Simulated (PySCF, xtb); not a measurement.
4-thiophen-2-ylbenzaldehyde (C11H8OS), SMILES O=Cc1ccc(-c2cccs2)cc1.

Geometry: B3LYP-D3(BJ)/def2-SVP. The values are those of a single conformer.

Calculation: IEF-PCM-M06-2X/def2-SVP (PySCF).

The values are the electrostatic part of the solvation free energy, E(continuum) − E(gas) at the gas-phase geometry, in a cavity of scaled van der Waals radii (PySCF's table); cavitation and dispersion terms are not included. In vacuum the orbital gap is 6.09 eV. The dipole moment in vacuum is 4.01 D.

Computed values in water (ε = 78.36), N,N-dimethylformamide (ε = 37.22), diethylether (ε = 4.24):
```csv
solvent,ε,ΔG(elec) (kcal/mol),dipole (D),gap (eV)
water,78.36,-7.5,5.27,6.03
"N,N-dimethylformamide",37.22,-7.3,5.24,6.03
diethylether,4.24,-5.0,4.85,6.04
```

For comparison, GFN2-xTB/ALPB(water) (xtb, at the GFN2-xTB geometry, all terms of that model) gives -2.5 kcal/mol.
